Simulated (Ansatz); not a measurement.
Cartesian coordinates in Å:
```
Si -0.494 0.800 -1.370
S -0.301 -1.208 -0.660
C 0.732 -0.934 0.808
S 0.172 0.333 1.961
H 0.822 1.485 -1.287
H -0.910 0.642 -2.786
H -1.518 1.592 -0.648
H 0.811 -1.900 1.304
H 1.732 -0.623 0.504
H -1.047 -0.188 2.176
```

Total charge 0; spin multiplicity 1.

Q: List the PBE/def2-TZVPP orbital energies in eV (Ansatz). (Best estimate.)

A: Ansatz gave: Occupied: -2396.11, -2395.77, -1779.98, -270.88, -209.04, -208.72, -155.22, -155.11, -154.92, -154.89, -154.77, -154.63, -137.70, -94.47, -94.41, -94.40, -20.52, -17.96, -15.59, -13.08, -11.65, -10.37, -10.22, -8.96, -8.67, -8.40, -7.53, -6.23, -5.77. Lowest empty: -1.30, -0.46, -0.16, 0.06, 0.56, 0.83, 1.19, 1.38.
